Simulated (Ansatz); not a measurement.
Harmonic frequencies (cm⁻¹) at PBE0-D4/def2-TZVP from Ansatz: 184, 228, 302, 448, 550, 685, 888, 960, 1043, 1044, 1392, 1453, 1465, 1903, 3045, 3118, 3130, 3315.

Question: Which molecule is it?
A. `CC1=C[Se]1`
B. `C#CC[SeH]`
C. `[SiH3][GaH][SH]`
D. `C=C1C[Se]1`

Answer: A.
